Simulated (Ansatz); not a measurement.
InO3H3⁻, that is In(OH)3 with one electron more. Total charge -1; doublet. Geometry r2SCAN-D4/def2-SVP, that of the neutral singlet; atoms count from 1.

Cartesian coordinates in Å:
```
In 0.000 0.000 0.000
O 0.224 -0.832 -1.802
H 1.164 -0.894 -2.025
O -1.829 0.270 0.755
H -2.496 -0.052 0.132
O 1.605 0.562 1.047
H 1.332 0.946 1.893
```

In the def2 sets In takes a core potential; there is no spin–orbit coupling. The highest occupied level of the charge -1 doublet lies above zero (up to 0.86 eV). By energy differences its removal costs 0.65 eV (vertical, to the charge 0 singlet, at PBE0-D4/def2-TZVPD); a positive level beside a positive removal energy at the same level points to self-interaction error.

**Question.** Estimate the Mulliken populations from the PBE0/def2-TZVPD orbitals of Ansatz.

**Answer.** 
```tsv
atom	charge (e)	spin (α − β)
In1	-0.05	1.44
O2	-0.51	-0.21
H3	0.19	0.07
O4	-0.51	-0.21
H5	0.19	0.07
O6	-0.51	-0.21
H7	0.19	0.07
```
Mulliken values and Mayer orders depend strongly on the basis. With diffuse functions, as here, like atoms can get unlike values, and bond orders can come out too low or too high.

**Question.** Where does the spin sit?

**Answer.** Summed by element: In 1.44, O -0.64, H 0.20, of 1 unpaired in all. Largest on single atoms: In1 1.44, O2 -0.21, O4 -0.21.
